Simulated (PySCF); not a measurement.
Isomers of C4H7NOSi.

All values: CAM-B3LYP/def2-SVPD (PySCF) at GFN2-xTB geometries, gas phase, one conformer each. Core orbitals are frozen in the response; Δα² is half the sum of the squared differences of the principal polarisabilities.

Task: Rank by polarisability anisotropy Δα, highest first.
A. `[CH2:1]=[C:2]1[SiH2:3][C@H:4]1[C:5]([NH2:6])=[O:7]` with Si3–C4–C5–N6 58°, C4–C5–N6–H 174° and 20°
B. `[H]/[N:7]=[CH:6]\[CH2:5][O:4][SiH2:3][C:2]#[CH:1]` with C2–Si3–O4–C5 57°, Si3–O4–C5–C6 -179°, O4–C5–C6–N7 2°
C. `[CH:1]#[C:2]/[CH:3]=[N:4]\[SiH2:5][O:6][CH3:7]` with C3–N4–Si5–O6 129°, N4–Si5–O6–C7 53°
D. `[N:1]#[C:2][C@@H:3]1[CH2:4][C@H:5]1[SiH2:6][OH:7]` with C4–C5–Si6–O7 36°, C5–Si6–O7–H -179°
E. `[CH3:1][NH:2][Si@@H:3]1[CH:4]=[CH:5][C:6]1=[O:7]` with C1–N2–Si3–C4 -97°
F. `[CH:1]#[C:2]/[CH:3]=[N:4]/[SiH2:5][O:6][CH3:7]` with C3–N4–Si5–O6 -127°, N4–Si5–O6–C7 -51°

Result: F (8.01 Å³), C (6.94 Å³), E (5.02 Å³), D (4.48 Å³), B (3.78 Å³), A (3.45 Å³).

Task: Rank by HOMO–LUMO gap, highest first.
A. `[H]/[N:7]=[CH:6]\[CH2:5][O:4][SiH2:3][C:2]#[CH:1]` with C2–Si3–O4–C5 57°, Si3–O4–C5–C6 -179°, O4–C5–C6–N7 2°
B. `[CH3:1][NH:2][Si@@H:3]1[CH:4]=[CH:5][C:6]1=[O:7]` with C1–N2–Si3–C4 -97°
C. `[CH:1]#[C:2]/[CH:3]=[N:4]\[SiH2:5][O:6][CH3:7]` with C3–N4–Si5–O6 129°, N4–Si5–O6–C7 53°
D. `[N:1]#[C:2][C@@H:3]1[CH2:4][C@H:5]1[SiH2:6][OH:7]` with C4–C5–Si6–O7 36°, C5–Si6–O7–H -179°
E. `[CH2:1]=[C:2]1[SiH2:3][C@H:4]1[C:5]([NH2:6])=[O:7]` with Si3–C4–C5–N6 58°, C4–C5–N6–H 174° and 20°

Result: D (10.08 eV), A (9.27 eV), E (8.52 eV), C (8.03 eV), B (7.49 eV).

All values together:

```
                  SMILES  μ (D)  HOMO (eV)  LUMO (eV)  α (Å³)  Δα (Å³)
       CN[Si@@H]1C=CC1=O   4.13      -7.95      -0.46   12.05     5.02
     [H]/N=C\CO[SiH2]C#C   3.34      -8.94       0.33   11.91     3.78
        C#C/C=N/[SiH2]OC   1.61      -8.83      -0.78   12.80     8.01
N#C[C@@H]1C[C@H]1[SiH2]O   5.35      -9.67       0.41   11.38     4.48
        C#C/C=N\[SiH2]OC   1.50      -8.82      -0.79   12.43     6.94
  C=C1[SiH2][C@H]1C(N)=O   4.33      -8.42       0.10   12.86     3.45
```

Conformers: `[CH3:1][NH:2][Si@@H:3]1[CH:4]=[CH:5][C:6]1=[O:7]` with C1–N2–Si3–C4 -97°; `[H]/[N:7]=[CH:6]\[CH2:5][O:4][SiH2:3][C:2]#[CH:1]` with C2–Si3–O4–C5 57°, Si3–O4–C5–C6 -179°, O4–C5–C6–N7 2°; `[CH:1]#[C:2]/[CH:3]=[N:4]/[SiH2:5][O:6][CH3:7]` with C3–N4–Si5–O6 -127°, N4–Si5–O6–C7 -51°; `[N:1]#[C:2][C@@H:3]1[CH2:4][C@H:5]1[SiH2:6][OH:7]` with C4–C5–Si6–O7 36°, C5–Si6–O7–H -179°; `[CH:1]#[C:2]/[CH:3]=[N:4]\[SiH2:5][O:6][CH3:7]` with C3–N4–Si5–O6 129°, N4–Si5–O6–C7 53°; `[CH2:1]=[C:2]1[SiH2:3][C@H:4]1[C:5]([NH2:6])=[O:7]` with Si3–C4–C5–N6 58°, C4–C5–N6–H 174° and 20°.
